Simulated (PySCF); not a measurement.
Input for PySCF: R-B3LYP/LANL2DZ on GeH3NS (SMILES [NH2][Ge][SH]), a point of a torsion scan.

```python
from pyscf import gto, scf, dft, mp
from pyscf.data.elements import chemcore

mol = gto.M(
    atom='''
    N    -1.14680707    0.05045705    0.16831592
    Ge    0.15421930   -0.94449374    0.92646870
    S     1.84133424    0.47613734    0.38929295
    H    -1.03019797    0.93925799   -0.29669272
    H    -2.12761719   -0.17727740    0.22565381
    H     2.75753612   -0.47912162    0.30881362
    ''',
    basis='lanl2dz',
    ecp={'Ge': 'lanl2dz', 'S': 'lanl2dz'},
    charge=0, spin=0, verbose=3, max_memory=1800)
mf = dft.RKS(mol, xc='b3lyp')
mf.conv_tol = 1e-8
mf.max_cycle = 100
mf.kernel()
if not mf.converged:
    mf = mf.newton().run(mf.mo_coeff, mf.mo_occ)
```

Output:

```
converged SCF energy = -70.4563285591709
```

The calculation finished and met its thresholds.

Cost: around 4 core-seconds (rough).
